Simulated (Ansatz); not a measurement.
The first iterations of a band of BF3 + H2 (6 atoms, charge 0, multiplicity 1).

All numbers below come from Ansatz, RKS PBE0/def2-SVP.

```yaml
movable_images: 7
climbing_image: yes
spring: 5.0 eV/Å²
optimiser: quadratic models (default)
start_path: through a guess of the saddle point
force_threshold: 0.05 eV/Å
iteration_limit: 60
end_points: relaxed
```

First end point:

```xyz
6
Properties=species:S:1:pos:R:3
B -0.010 0.435 0.017
F -0.016 0.811 1.273
F 1.128 0.288 -0.618
F -1.141 0.227 -0.611
H 0.085 -2.313 0.696
H 0.065 -1.975 1.377
```

Last end point:

```xyz
6
Properties=species:S:1:pos:R:3
B -0.130 -0.593 -0.366
F -0.159 -0.327 1.911
F 1.124 -0.151 -0.292
F -1.061 0.294 -0.637
H -0.362 -1.770 -0.360
H 0.699 0.021 1.878
```

| iteration | highest image above the first end (eV) | largest band force component (eV/Å) |
| --- | --- | --- |
| 1 | 8.741 | 48.532 |
| 2 | 1.930 | 3.911 |
| 3 | 2.013 | 2.284 |
| 4 | 2.060 | 3.859 |

Does the band converge within its limit, and where does its top end?

It converged. It ended after 14 iterations with the highest image 1.904 eV above the first end. Neighbouring images differ by up to 1.4 eV, so the band resolves the path poorly. A vibrational analysis at the climbing image gives one clearly imaginary mode, 1169i cm⁻¹: a first-order saddle point. The orbitals stay closed-shell, which can raise the energy where a bond breaks towards radicals; this wasn't checked here.

The run took 2.3 min on 1 thread of Arm Neoverse V2, with other jobs on the host, peak memory 0.12 GiB.
